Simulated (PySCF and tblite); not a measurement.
Values are calculated unless marked as measured or tabulated.
**Conformers and averaged properties: C₇H₁₄, numbered as in [CH3:1][CH:2]1[CH2:3][CH2:4][CH2:5][CH2:6][CH2:7]1**

Free energies: revPBE-D3(BJ)/cc-pVDZ (IEF-PCM, acetone) on GFN2-xTB structures plus GFN2-xTB thermal terms, symmetry and mirror images included. Conformers within 3 kcal/mol (GFN2-xTB free energy) were kept, 4 at most. GIAO shieldings: HF/pcSseg-1 (IEF-PCM, acetone), grid level 3. Codes: tblite and PySCF.

The 6-ring runs over atoms 2–3–4–5–6–7.

| conformer | shape | symmetry | E(GFN2) kcal/mol | E(DFT) kcal/mol | G(298.15 K) kcal/mol | weight % | dipole D |
| --- | --- | --- | --- | --- | --- | --- | --- |
| 1 | 6-ring chair (all substituents equatorial) | Cs | 0.00 | 0.00 | 0.00 | 94.3 | 0.10 |
| 2 | 6-ring chair (C1 axial) | Cs | 1.51 | 1.47 | 1.67 | 5.7 | 0.03 |

Weights (%) against temperature:

| T (K) | 1 | 2 | S(mix) cal/mol/K |
| --- | --- | --- | --- |
| 220 | 97.7 | 2.3 | 0.21 |
| 260 | 96.1 | 3.9 | 0.33 |
| 298.15 | 94.3 | 5.7 | 0.43 |
| 340 | 92.3 | 7.7 | 0.54 |
| 380 | 90.4 | 9.6 | 0.63 |

Coordinates of conformer 1 (Å):

```xyz
21

C     2.371   -0.005    0.434
C     1.006   -0.036   -0.246
C     0.237    1.260    0.015
C    -1.132    1.231   -0.657
C    -1.943    0.036   -0.165
C    -1.187   -1.261   -0.433
C     0.182   -1.230    0.239
H     2.256    0.094    1.512
H     2.921   -0.921    0.232
H     2.960    0.836    0.074
H     1.156   -0.137   -1.328
H     0.813    2.111   -0.355
H     0.108    1.389    1.093
H    -1.669    2.159   -0.447
H    -1.003    1.157   -1.740
H    -2.120    0.137    0.908
H    -2.915    0.013   -0.664
H    -1.059   -1.388   -1.511
H    -1.763   -2.112   -0.063
H     0.052   -1.159    1.322
H     0.719   -2.157    0.028
```
